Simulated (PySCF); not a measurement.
C2H5Cl2Si, SMILES [CH2][Si](C)(Cl)Cl, multiplicity 2.

Coordinates come from a PBE-D3(BJ)/def2-SVP optimisation. The isomer is the one that the SMILES or the coordinates give; other isomers of the formula were not compared.

These are PySCF 2.14.0 with TDA-PBE/def2-SVPD values and carry that method's errors.

Vertical excitations. The molecule is in vacuum.

Computed UV-visible absorptions:
| state | energy (eV) | λ (nm) | f | main pairs |
|---|---|---|---|---|
| root 1 | 3.39 | 366 | 0.002 | β HOMO→LUMO 99 % |
| root 2 | 3.57 | 348 | 0.004 | β HOMO−1→LUMO 99 % |
| root 3 | 3.90 | 318 | 0.015 | β HOMO−2→LUMO 98 % |
| root 4 | 4.06 | 305 | 0.011 | β HOMO−3→LUMO 99 % |
| root 5 | 4.90 | 253 | 0.001 | β HOMO−4→LUMO 98 % |
| root 6 | 5.27 | 235 | 0.002 | β HOMO−5→LUMO 97 % |
| root 7 | 5.47 | 226 | 0.003 | α HOMO→LUMO 97 % |
| root 8 | 5.63 | 220 | 0.015 | β HOMO−6→LUMO 98 % |
| root 9 | 5.92 | 209 | 0.010 | α HOMO→LUMO+1 100 % |
| root 10 | 6.20 | 200 | 0.000 | β HOMO−7→LUMO 93 % |
Unrestricted roots are not spin-pure.
